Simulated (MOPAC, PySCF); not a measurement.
[Cd(CH3)(F)], neutral singlet in the gas phase. 

Cartesian coordinates (Å):
```xyz
6

Cd     0.0672     0.0287    -0.0515
C      1.5518     1.2345     0.7592
H      1.5060     2.2370     0.3096
H      2.5400     0.7957     0.5591
H      1.4112     1.3219     1.8463
F     -1.3165    -1.0947    -0.8061
```
Charge 0, spin multiplicity 1.

All levels are single points at this geometry (r2SCAN-D4/def2-SVP); Pople sets use spherical d functions. Orbital energies aren't observables, and empty levels follow the basis.

PM7 in MOPAC gives dipole (D) = 4.80.

Task: Estimate the dipole (D) from each of these levels: PBE-D3(BJ)/def2-TZVP in PySCF; TPSSh-D3(BJ)/def2-TZVP in PySCF; B3LYP/6-311+G** (LANL2DZ on Cd) in PySCF; B3LYP/6-31G* (LANL2DZ on Cd) in PySCF; B3LYP/LANL2DZ in PySCF; BP86/6-31G* (LANL2DZ on Cd) in PySCF; M06-2X/6-31G* (LANL2DZ on Cd) in PySCF; PBE/6-31G* (LANL2DZ on Cd) in PySCF; SVWN5/6-31G* (LANL2DZ on Cd) in PySCF; HF/6-31G* (LANL2DZ on Cd) in PySCF; PM3 in MOPAC; PM6 in MOPAC.

Result: 
```
level                                     dipole (D)
----------------------------------------  ----------
PBE-D3(BJ)/def2-TZVP in PySCF                   3.22
TPSSh-D3(BJ)/def2-TZVP in PySCF                 3.23
B3LYP/6-311+G** (LANL2DZ on Cd) in PySCF        3.51
B3LYP/6-31G* (LANL2DZ on Cd) in PySCF           2.88
B3LYP/LANL2DZ in PySCF                          3.45
BP86/6-31G* (LANL2DZ on Cd) in PySCF            2.77
M06-2X/6-31G* (LANL2DZ on Cd) in PySCF          2.95
PBE/6-31G* (LANL2DZ on Cd) in PySCF             2.75
SVWN5/6-31G* (LANL2DZ on Cd) in PySCF           2.89
HF/6-31G* (LANL2DZ on Cd) in PySCF              2.99
PM3 in MOPAC                                    2.40
PM6 in MOPAC                                    3.67
```
